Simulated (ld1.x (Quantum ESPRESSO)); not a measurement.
## Building the TM semilocal potential for boron (PBE, scalar-relativistic).

ld1.x (Quantum ESPRESSO) 7.5 was run on this input:

```
&input
   title='B', zed=5., rel=1, dft='PBE', iswitch=3,
   config='[He] 2s2 2p1',
   nld=2, rlderiv=2.85, eminld=-3.0, emaxld=5.0, deld=0.02
 /
 &inputp
   pseudotype=1, tm=.true., lloc=0,
   nlcc=.false.,
   file_pseudopw='B.pp', file_wfcaegen='ae.wfc', file_wfcncgen='nc.wfc'
 /
2
2P  2  1   1.00   0.00  2.60  2.60  0.0
2S  1  0   2.00   0.00  1.45  1.45  0.0
 &test
   configts(1)='2s2 2p1'
 /
```

Command:

```bash
ld1.x < B.in > B.out
```

Output (shortened: banner, matrices, multipoles, cross overlaps and the repeated all-electron block are left out):

```
Program LD1 v.7.5
     --------------------------- All-electron run ----------------------------

     B
     scalar relativistic calculation

     atomic number is  5.00
     dft =PBE   lsd =0 sic =0 latt =0  beta=0.20 tr2=1.0E-14
     Exchange-correlation= PBE
                           (   1   4   3   4   0   0   0)
     mesh =1059 r(mesh) = 101.04461 a.u. xmin = -7.00 dx = 0.01250
     1 Ry =  13.60569312 eV, c = 137.03599908

     n l     nl                  e(Ry)          e(Ha)          e(eV)
     1 0     1S 1( 2.00)       -13.2731        -6.6366      -180.5900
     2 0     2S 1( 2.00)        -0.6941        -0.3470        -9.4431
     2 1     2P 1( 1.00)        -0.2651        -0.1326        -3.6070

     final scf error:  7.5E-15 reached in  32 iterations

     Etot =     -49.206684 Ry,     -24.603342 Ha,    -669.491037 eV

     Ekin =      49.037301 Ry,      24.518651 Ha,     667.186471 eV
     Encl =    -113.771076 Ry,     -56.885538 Ha,   -1547.934352 eV
     Eh   =      23.125741 Ry,      11.562870 Ha,     314.641731 eV
     Exc  =      -7.598649 Ry,      -3.799325 Ha,    -103.384887 eV

     normalization and overlap integrals

     s(1S/1S) =  1.000000  <r> =   0.3294  <r2> =    0.1474  r(max) =   0.2103
     s(2S/2S) =  1.000000  <r> =   1.9516  <r2> =    4.5978  r(max) =   1.5152
     s(2P/2P) =  1.000000  <r> =   2.3015  <r2> =    6.8902  r(max) =   1.5731

     ------------------------ End of All-electron run ------------------------

     --------------------- Generating NC pseudopotential ---------------------

      Generating local pot.: lloc=0, matching radius rcloc =   1.4500

      Wfc   2P  rcut= 2.626  Using Troullier-Martins method

     ------------------- End of pseudopotential generation -------------------

     Computing logarithmic derivative in   2.84861
     Computing logarithmic derivative in   2.84861
     Computing the partial wave expansion
       no projector for channel:   0
     R is outside the sphere for l=    1 j= 0.00

     ---------------------- Testing the pseudopotential ----------------------

     B
     scalar relativistic calculation

     atomic number is  5.00   valence charge is  3.00
     dft =PBE   lsd =0 sic =0 latt =0  beta=0.20 tr2=1.0E-14
     mesh =1059 r(mesh) = 101.04461 xmin = -7.00 dx = 0.01250

     n l     nl             e AE (Ry)        e PS (Ry)    De AE-PS (Ry)
     1 0     2S   1( 2.00)       -0.69405       -0.69406        0.00000
     2 1     2P   1( 1.00)       -0.26511       -0.26511        0.00000

     eps = 4.5E-15  iter = 20

     Etot =     -49.206684 Ry,     -24.603342 Ha,    -669.491037 eV
     Etotps =    -5.166817 Ry,      -2.583408 Ha,     -70.298121 eV

     Ekin =       1.951715 Ry,       0.975857 Ha,      26.554433 eV
     Encl =      -9.493286 Ry,      -4.746643 Ha,    -129.162737 eV
     Ehrt =       3.976999 Ry,       1.988499 Ha,      54.109826 eV
     Ecxc =      -1.602244 Ry,      -0.801122 Ha,     -21.799643 eV

     ---------------------- End of pseudopotential test ----------------------
```

Generation and configuration tests took about 0.69 s on one core of a shared server CPU.

Transferability test of the new file with ld1.x, input:

```
&input
   title='B', zed=5., rel=1, dft='PBE', iswitch=2,
   config='[He] 2s2 2p1'
 /
 &test
   file_pseudo='B.pp', nconf=8,
   configts(1)='2s2 2p1',
   configts(2)='2s2 2p0',
   configts(3)='2s1 2p0',
   configts(4)='2s2 2p0.5',
   configts(5)='2s1 2p2',
   configts(6)='2s2 2p1.3',
   configts(7)='2s1 2p1',
   configts(8)='2s0 2p3'
 /
```

```bash
ld1.x < B.test.in > B.test.out
```

Pseudopotential blocks of its output, shortened (energy terms left out):

```
     ---------------------- Testing the pseudopotential ----------------------

     n l     nl             e AE (Ry)        e PS (Ry)    De AE-PS (Ry)
     1 0     2S   1( 2.00)       -0.69405       -0.69406        0.00000
     2 1     2P   1( 1.00)       -0.26511       -0.26511        0.00000

     eps = 9.6E-15  iter = 29

     Etot =     -49.206684 Ry,     -24.603342 Ha,    -669.491037 eV
     Etotps =    -5.166817 Ry,      -2.583408 Ha,     -70.298120 eV

     ---------------------- End of pseudopotential test ----------------------

          ---------------------- Testing the pseudopotential ----------------------

     n l     nl             e AE (Ry)        e PS (Ry)    De AE-PS (Ry)
     1 0     2S   1( 2.00)       -1.43403       -1.42748       -0.00655  !
     2 1     2P   1( 0.00)       -0.98227       -0.96906       -0.01321  !

     eps = 9.1E-15  iter = 14

     Etot =     -48.602552 Ry,     -24.301276 Ha,    -661.271412 eV
     Etotps =    -4.566691 Ry,      -2.283346 Ha,     -62.133002 eV
     dEtot_ae =       0.604131 Ry
     dEtot_ps =       0.600125 Ry,   Delta E=       0.004006 Ry

     ---------------------- End of pseudopotential test ----------------------

          ---------------------- Testing the pseudopotential ----------------------

     n l     nl             e AE (Ry)        e PS (Ry)    De AE-PS (Ry)
     1 0     2S   1( 1.00)       -2.31339       -2.29828       -0.01511  !
     2 1     2P   1( 0.00)       -1.87356       -1.82807       -0.04549  !

     eps = 3.3E-16  iter =  9

     Etot =     -46.734040 Ry,     -23.367020 Ha,    -635.849013 eV
     Etotps =    -2.708232 Ry,      -1.354116 Ha,     -36.847371 eV
     dEtot_ae =       2.472643 Ry
     dEtot_ps =       2.458585 Ry,   Delta E=       0.014058 Ry

     ---------------------- End of pseudopotential test ----------------------

          ---------------------- Testing the pseudopotential ----------------------

     n l     nl             e AE (Ry)        e PS (Ry)    De AE-PS (Ry)
     1 0     2S   1( 2.00)       -1.03851       -1.03765       -0.00086
     2 1     2P   1( 0.50)       -0.59442       -0.59168       -0.00274

     eps = 4.9E-15  iter = 26

     Etot =     -48.994466 Ry,     -24.497233 Ha,    -666.603665 eV
     Etotps =    -4.955064 Ry,      -2.477532 Ha,     -67.417075 eV
     dEtot_ae =       0.212218 Ry
     dEtot_ps =       0.211753 Ry,   Delta E=       0.000465 Ry

     ---------------------- End of pseudopotential test ----------------------

          ---------------------- Testing the pseudopotential ----------------------

     n l     nl             e AE (Ry)        e PS (Ry)    De AE-PS (Ry)
     1 0     2S   1( 1.00)       -0.72916       -0.73169        0.00253
     2 1     2P   1( 2.00)       -0.29827       -0.30002        0.00175

     eps = 2.8E-15  iter = 23

     Etot =     -48.776654 Ry,     -24.388327 Ha,    -663.640180 eV
     Etotps =    -4.736446 Ry,      -2.368223 Ha,     -64.442631 eV
     dEtot_ae =       0.430030 Ry
     dEtot_ps =       0.430370 Ry,   Delta E=      -0.000340 Ry

     ---------------------- End of pseudopotential test ----------------------

          ---------------------- Testing the pseudopotential ----------------------

     n l     nl             e AE (Ry)        e PS (Ry)    De AE-PS (Ry)
     1 0     2S   1( 2.00)       -0.51890       -0.51853       -0.00037
     2 1     2P   1( 1.30)       -0.10161       -0.10158       -0.00002

     eps = 7.9E-15  iter = 28

     Etot =     -49.260950 Ry,     -24.630475 Ha,    -670.229366 eV
     Etotps =    -5.221096 Ry,      -2.610548 Ha,     -71.036634 eV
     dEtot_ae =      -0.054266 Ry
     dEtot_ps =      -0.054280 Ry,   Delta E=       0.000014 Ry

     ---------------------- End of pseudopotential test ----------------------

          ---------------------- Testing the pseudopotential ----------------------

     n l     nl             e AE (Ry)        e PS (Ry)    De AE-PS (Ry)
     1 0     2S   1( 1.00)       -1.43999       -1.44604        0.00605  !
     2 1     2P   1( 1.00)       -0.98910       -0.98878       -0.00032

     eps = 6.7E-15  iter = 29

     Etot =     -48.151191 Ry,     -24.075596 Ha,    -655.130331 eV
     Etotps =    -4.108782 Ry,      -2.054391 Ha,     -55.902823 eV
     dEtot_ae =       1.055492 Ry
     dEtot_ps =       1.058035 Ry,   Delta E=      -0.002542 Ry

     ---------------------- End of pseudopotential test ----------------------

          ---------------------- Testing the pseudopotential ----------------------

     n l     nl             e AE (Ry)        e PS (Ry)    De AE-PS (Ry)
     1 0     2S   1( 0.00)       -0.75829       -0.76417        0.00588  !
     2 1     2P   1( 3.00)       -0.32646       -0.32980        0.00334

     eps = 7.0E-15  iter = 18

     Etot =     -48.345216 Ry,     -24.172608 Ha,    -657.770174 eV
     Etotps =    -4.303413 Ry,      -2.151706 Ha,     -58.550913 eV
     dEtot_ae =       0.861468 Ry
     dEtot_ps =       0.863404 Ry,   Delta E=      -0.001936 Ry

     ---------------------- End of pseudopotential test ----------------------
```
